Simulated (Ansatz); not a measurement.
`[SH][SnH2][SeH]` + H₂ → `[SeH][SnH3]` + H₂S at 298.15 K and 1 bar (hydrogenolysis of the Sn–S bond).

Calculated with Ansatz (gas phase, PBE0-D4/def2-TZVP geometries, no zero-point term in ΔE). CBS: MP2 limit from def2 TZ/QZ plus the TZ coupled-cluster correction, frozen cores. This one scheme is used for every species. Elements past krypton have def2 core potentials. For Se, Sn outer-core shells are correlated without core-valence functions, which leaves a few kJ/mol of doubt a bond. Scalar relativity is left out up to krypton. Each species was taken in one conformer, which may not be the lowest.

| species | CCSD(T)/CBS energy (Eh) | H − E (kJ/mol) | S (J/(mol·K)) |
| --- | --- | --- | --- |
| `[SH][SnH2][SeH]` | -3014.95398 | 101.5 | 371.7 |
| H₂ | -1.17544 | 35.1 | 130.4 |
| `[SeH][SnH3]` | -2617.13827 | 89.3 | 315.0 |
| H₂S | -398.97279 | 49.9 | 205.7 |

H − E and S are ideal-gas, rigid-rotor, harmonic terms from PBE0-D4/def2-TZVP, for one conformer and one mirror image of each species. The MP2-based limit puts H₂ 0.8 mEh under its directly extrapolated value; such offsets cancel only in part. 1 Eh = 2625.50 kJ/mol, R = 8.31446 J/(mol·K).

**Question.** By hand: ΔE, ΔH, ΔS and ΔG.

**Answer.** ΔE = (-2617.13827) + (-398.97279) − (-3014.95398) − (-1.17544) = 0.01836 Eh = 48.2 kJ/mol. Δ(H − E) = 89.3 + 49.9 − 101.5 − 35.1 = 2.6, so ΔH = 50.8 kJ/mol. ΔS = 315.0 + 205.7 − 371.7 − 130.4 = 18.6 J/(mol·K). ΔG = 50.8 − 298.15 × (18.6)/1000 = 45.3 kJ/mol.

**Question.** By hand: the equilibrium constant, and the temperature at which ΔG would vanish if ΔH and ΔS stayed fixed.

**Answer.** log₁₀ K = −ΔG/(RT ln 10) = -7.9. ΔG = 0 at ΔH/ΔS = 2731 K, far beyond where these terms or the molecules hold.

ΔH outweighs TΔS. A doubt of 5 kJ/mol in ΔE shifts log₁₀ K by 0.9 here. Other conformers and mirror images would add mixing entropy, several J/(mol·K) or more a flexible species. Modes under 60 cm⁻¹, often nearly free rotors, make the harmonic entropy too high. These are equilibria of isolated gas molecules and say nothing of rates. Largest T1 diagnostic: 0.011 (customary marks: 0.02 for closed shells, 0.045 for open ones).
